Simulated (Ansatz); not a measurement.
Harmonic frequencies (cm⁻¹) at PBE0-D4/def2-TZVP from Ansatz: 43, 54, 65, 114, 169, 216, 233, 411, 489, 518, 539, 613, 661, 666, 699, 751, 760, 785, 884, 928, 934, 954, 1125, 1222, 1273, 1441, 1442, 1447, 1449, 1931, 2180, 2217, 3036, 3045, 3109, 3127, 3127, 3134, 3581.

Each molecule was computed in one conformer, which needn't be the lowest.

Q: Which molecule is it?
A. `[CH3][AlH][NH]C[SiH3]`
B. `C[SiH](N)[CH2][AlH2]`
C. `BC(B)=C=C`
D. `[CH3][AlH][NH][SiH2]C`

A: D.
